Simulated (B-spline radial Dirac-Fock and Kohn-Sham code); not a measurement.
# Binding energies of Mo in different valence configurations

Method: multi-electron Dirac-Fock with separately optimised hole states, Breit and Lamb-shift corrections added in first order. Computed with a radial finite-basis atomic code. No correlation.

Reference: the tabulated ground configuration [Kr] 4d5 5s1, with 2s 2879.9 eV, 3s 515.5 eV, 3p3/2 403.7 eV, 3d3/2 237.9 eV, 3d5/2 234.7 eV, 4p3/2 44.02 eV, Kα1 17477.8 eV, Kβ1 19603.3 eV, Lα1 2294.5 eV.

Shifts from the reference in eV.

```csv
configuration,average energy,2s,3s,3p3/2,3d3/2,3d5/2,4p3/2,Kα1,Kβ1,Lα1
[Kr] 4d5 5p1,+2.50,+1.45,+1.46,+1.47,+1.47,+1.47,+1.50,+0.03,+0.02,-0.01
[Kr] 4d4 5s1 5p1,+2.51,+5.49,+5.43,+5.43,+5.38,+5.38,+4.38,-0.25,-0.21,+0.10
[Kr] 4d6,+1.65,-3.53,-3.51,-3.49,-3.47,-3.46,-2.73,+0.22,+0.21,-0.04
[Kr] 4d4 5s2,+0.13,+4.29,+4.25,+4.16,+4.12,+4.11,+3.11,-0.23,-0.17,+0.11
```
